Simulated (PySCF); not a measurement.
Removing an electron from 1,2,3,4-tetrahydronaphthalene

Species: 1,2,3,4-tetrahydronaphthalene, C₁₀H₁₂.
Z-matrix (Å and degrees, PBE0-D3(BJ)/def2-SVP geometry), rows numbered from 1:
```
C 
C   1  1.3951
C   2  1.3901  1  119.49
C   3  1.4008  2  121.51  1    -0.03
C   4  1.4056  3  118.99  2    -0.03
C   1  1.3900  2  119.49  3     0.06
C   5  1.5101  4  121.32  3  -178.52
C   7  1.5220  5  113.38  4   -17.98
C   8  1.5218  7  110.24  5    47.48
C   4  1.5102  3  119.67  2   178.51
H   1  1.0927  2  120.39  3  -179.91
H   2  1.0927  1  120.38  3  -179.95
H   3  1.0942  2  119.68  1  -179.98
H   6  1.0942  1  119.69  2  -179.98
H   7  1.1059  5  108.33  4   103.18
H   7  1.1021  5  109.43  4  -142.17
H   8  1.1013  7  110.04  5   170.32
H   8  1.1046  7  109.71  5   -72.76
H   9  1.1046  8  109.17  7    57.53
H   9  1.1013  8  111.05  7   174.73
H  10  1.1059  4  108.32  3   -75.39
H  10  1.1020  4  109.45  3    39.27
```

Level: CAM-B3LYP/def2-SVPD (PySCF). Frontier orbitals with their largest atomic shares (Löwdin; up to four atoms above 4 %):

| orbital | ε (eV) | main atoms |
| --- | --- | --- |
| HOMO−3 | -10.28 | C9 12 %, C8 12 %, C7 10 %, C10 10 % |
| HOMO−2 | -10.15 | C10 11 %, C7 11 %, C8 11 %, C9 11 % |
| HOMO−1 | -8.17 | C3 24 %, C6 24 %, C1 11 %, C2 11 % |
| HOMO | -7.92 | ? |
| LUMO | 0.85 | C3 19 %, C6 19 %, C2 10 %, C1 10 % |
| LUMO+1 | 1.03 | C4 14 %, C5 14 %, C1 14 %, C2 14 % |
| LUMO+2 | 1.49 | C8 6 %, C9 6 %, C7 6 %, C10 6 % |

What vertical ionisation energy does ΔSCF give, and how far is −ε(HOMO) from it?

ΔSCF: 8.51 eV (821 kJ/mol; threshold wavelength 146 nm); ⟨S²⟩ of the doublet left behind is 0.771, against 0.75 for a pure doublet. −ε(HOMO) is 7.92 eV, 0.59 eV below it. In exact Kohn–Sham theory the two would be equal; CAM-B3LYP (range-separated hybrid) falls short of its own ΔSCF value by 7 %.

On which atoms does the HOMO lie?

C5 (substituted aromatic carbon) 19 %, C4 (substituted aromatic carbon) 19 %, C2 (aromatic CH carbon) 16 %, C1 (aromatic CH carbon) 16 %, so no atom holds as much as 40 %. The HOMO−1 lies 0.25 eV lower.

How many of the 10 lowest singlet excitations (vertical TDDFT, same level) lie below the ionisation energy?

All 10; they run from 5.27 to 7.57 eV.

With α = 111.6 au, estimate the like-pair dispersion coefficient by London's formula C6 = (3/4)α²I.

I = 0.3127 Eh, so C6 ≈ 2920 au, a rough estimate.

What kinetic energy would electrons from this vertical process carry with He II light (40.814 eV)?

40.81 − 8.51 = 32.30 eV.

What total energies stand behind the ΔSCF value?

E(N) = -387.81354 Eh and E(N − 1) = -387.50085 Eh at the same geometry, 0.31269 Eh apart.

Geometry: PBE0-D3(BJ)/def2-SVP, one conformer, isolated molecule.

These values come from a run that also computed excited states and ΔSCF ions. Time: 3.9 min of wall time. Hardware: Arm Neoverse V2, one thread (shared host).
